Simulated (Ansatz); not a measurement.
## Molecular dynamics, step by step

TiSiH3F5, singlet, PBE0-D4/def2-SVP (Ansatz 0.2.0). Settings (timestep in fs, temperature in K; T counts 24 degrees of freedom):

```yaml
hamiltonian: {xc: pbe0, dispersion: d4}
md: {n_steps: 30, timestep: 0.5, temperature: 500, ensemble: nvt_nose_hoover, seed: 322, initial_velocities: maxwell_boltzmann}
```

Start:

```
10
angstrom
Si 0.0852 -0.2094 -1.9516
F 0.4417 0.6397 -0.6118
H -1.3850 -0.3379 -2.0171
H 0.7555 -1.5208 -1.8379
H 0.6150 0.5774 -3.0859
F -0.4627 -0.1657 3.4649
Ti -0.0777 0.1950 1.8078
F -0.9236 1.6889 1.4992
F -0.7098 -1.1902 0.9299
F 1.6616 0.3230 1.8027
```

| step | time (fs) | potential energy less the start (meV) | kinetic energy (meV) | T (K) |
| --- | --- | --- | --- | --- |
| 0 | 0.00 | 0.0 | 517.0 | 500 |
| 2 | 1.00 | 22.5 | 494.8 | 478 |
| 4 | 2.00 | 81.7 | 436.0 | 422 |
| 6 | 3.00 | 149.1 | 369.1 | 357 |
| 8 | 4.00 | 197.8 | 320.7 | 310 |
| 10 | 5.00 | 213.7 | 304.8 | 295 |
| 12 | 6.00 | 199.7 | 318.6 | 308 |
| 14 | 7.00 | 174.0 | 344.0 | 333 |
| 16 | 8.00 | 163.5 | 354.2 | 343 |
| 18 | 9.00 | 188.5 | 329.4 | 319 |
| 20 | 10.00 | 244.0 | 274.7 | 266 |
| 22 | 11.00 | 293.7 | 225.8 | 218 |
| 24 | 12.00 | 296.2 | 223.6 | 216 |
| 26 | 13.00 | 246.1 | 273.3 | 264 |
| 28 | 14.00 | 180.6 | 338.3 | 327 |
| 30 | 15.00 | 143.0 | 376.1 | 364 |

Step 2, positions (Å) and forces (eV/Å):

| atom | x | y | z | Fx | Fy | Fz |
| --- | --- | --- | --- | --- | --- | --- |
| Si1 | 0.084 | -0.205 | -1.951 | -0.028 | -0.902 | -0.789 |
| F2 | 0.441 | 0.638 | -0.611 | 0.133 | 0.507 | 0.985 |
| H3 | -1.406 | -0.336 | -2.033 | 0.256 | 0.017 | -0.007 |
| H4 | 0.781 | -1.546 | -1.818 | -0.293 | 0.459 | -0.108 |
| H5 | 0.644 | 0.592 | -3.087 | -0.119 | -0.138 | 0.110 |
| F6 | -0.465 | -0.170 | 3.461 | 0.108 | 0.113 | -0.434 |
| Ti7 | -0.079 | 0.193 | 1.809 | 0.274 | 0.403 | -0.028 |
| F8 | -0.925 | 1.694 | 1.493 | 0.334 | -0.642 | 0.158 |
| F9 | -0.711 | -1.192 | 0.940 | 0.121 | 0.261 | 0.081 |
| F10 | 1.669 | 0.325 | 1.799 | -0.788 | -0.078 | 0.031 |

Step 8, positions (Å) and forces (eV/Å):

```json
{"atom": "Si1", "x": "0.081", "y": "-0.195", "z": "-1.950", "Fx": "0.350", "Fy": "-1.464", "Fz": "-1.150"}
{"atom": "F2", "x": "0.439", "y": "0.634", "z": "-0.606", "Fx": "-0.004", "Fy": "0.557", "Fz": "1.080"}
{"atom": "H3", "x": "-1.444", "y": "-0.327", "z": "-2.082", "Fx": "0.892", "Fy": "0.077", "Fz": "0.079"}
{"atom": "H4", "x": "0.831", "y": "-1.580", "z": "-1.768", "Fx": "-0.837", "Fy": "1.214", "Fz": "-0.302"}
{"atom": "H5", "x": "0.720", "y": "0.621", "z": "-3.077", "Fx": "-0.454", "Fy": "-0.465", "Fz": "0.461"}
{"atom": "F6", "x": "-0.471", "y": "-0.182", "z": "3.447", "Fx": "0.045", "Fy": "0.088", "Fz": "-0.061"}
{"atom": "Ti7", "x": "-0.082", "y": "0.187", "z": "1.811", "Fx": "0.892", "Fy": "1.256", "Fz": "-0.328"}
{"atom": "F8", "x": "-0.926", "y": "1.707", "z": "1.474", "Fx": "0.518", "Fy": "-1.085", "Fz": "0.294"}
{"atom": "F9", "x": "-0.714", "y": "-1.196", "z": "0.971", "Fx": "-0.007", "Fy": "-0.008", "Fz": "-0.153"}
{"atom": "F10", "x": "1.689", "y": "0.331", "z": "1.789", "Fx": "-1.395", "Fy": "-0.170", "Fz": "0.079"}
```

Step 12, positions (Å) and forces (eV/Å):

```
atom       x       y       z      Fx      Fy      Fz
 Si1   0.080  -0.191  -1.951   0.564  -1.221  -0.932
  F2   0.438   0.633  -0.600  -0.111   0.518   1.024
  H3  -1.431  -0.318  -2.111   0.704   0.069   0.094
  H4   0.827  -1.549  -1.748  -0.761   0.927  -0.328
  H5   0.751   0.620  -3.051  -0.454  -0.391   0.309
  F6  -0.474  -0.189   3.437   0.000   0.068   0.211
 Ti7  -0.083   0.185   1.812   1.214   1.713  -0.559
  F8  -0.926   1.713   1.462   0.584  -1.272   0.372
  F9  -0.717  -1.198   0.992  -0.091  -0.194  -0.308
 F10   1.699   0.334   1.782  -1.649  -0.217   0.116
```

Last step (30):

Si1  (0.083, -0.177, -1.963)
F2  (0.427, 0.637, -0.552)
H3  (-1.374, -0.261, -2.225)
H4  (0.720, -1.502, -1.743)
H5  (0.799, 0.592, -3.004)
F6  (-0.492, -0.222, 3.406)
Ti7  (-0.074, 0.193, 1.809)
F8  (-0.911, 1.706, 1.419)
F9  (-0.731, -1.219, 1.072)
F10  (1.700, 0.344, 1.756)
(Å)

Hardware: 2 CPU threads of an AMD EPYC 7R13, shared host. Wall time 3.3 min; peak host memory 0.85 GiB.
